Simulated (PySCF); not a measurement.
`CC[Si@@H]1OC[C@@H]1CF`, C5H11FOSi

Cartesian coordinates in Å; atom numbers follow the order of the lines, from 1:
```xyz
19

C     2.537   -0.920   -0.601
C     1.785    0.109    0.235
Si    0.294    0.836   -0.677
O    -0.475    2.057    0.134
C    -1.777    1.460    0.142
C    -1.462    0.089   -0.466
C    -1.630   -1.067    0.488
F    -2.967   -1.324    0.723
H     1.902   -1.772   -0.827
H     3.417   -1.280   -0.071
H     2.861   -0.481   -1.540
H     1.485   -0.344    1.182
H     2.464    0.925    0.486
H     0.580    1.188   -2.070
H    -2.150    1.426    1.166
H    -2.449    2.063   -0.467
H    -2.031   -0.106   -1.372
H    -1.185   -0.856    1.465
H    -1.209   -1.991    0.078
```

Level of theory: PySCF 2.14.0, TDDFT PBE0/def2-SVPD circular dichroism and optical rotation, one conformer, gas phase. Geometry: GFN2-xTB.

The molecule is flexible and this is one conformer; a measurement averages over conformers. States above about 7.8 eV (minus the energy of the highest occupied orbital) lie near or above the ionisation threshold and depend on the basis.

Draw the ECD and absorption spectra from the lowest 12 states, each a Gaussian of half-width 0.2 eV at 1/e height.


| E (eV) | λ (nm) | Δε (L mol⁻¹ cm⁻¹) | ε (L mol⁻¹ cm⁻¹) |
| --- | --- | --- | --- |
| 5.84 | 212 | +0.03 | 0.217 |
| 5.99 | 207 | +0.71 | 5.27 |
| 6.14 | 202 | +5.55 | 41.5 |
| 6.29 | 197 | +14.16 | 113 |
| 6.44 | 192 | +11.61 | 267 |
| 6.59 | 188 | +2.16 | 1440 |
| 6.74 | 184 | -2.29 | 3640 |
| 6.89 | 180 | -2.00 | 3080 |
| 7.04 | 176 | +0.30 | 1290 |
| 7.19 | 172 | +2.23 | 1610 |
| 7.34 | 169 | +3.28 | 2510 |
| 7.49 | 165 | -3.45 | 3100 |
| 7.64 | 162 | -16.22 | 2500 |
| 7.79 | 159 | -21.40 | 2520 |
| 7.94 | 156 | -18.76 | 3490 |
| 8.09 | 153 | -7.11 | 3840 |

Δε uses R in velocity form, ε uses f in length form. Only the states computed contribute, so the short-wavelength end is incomplete.
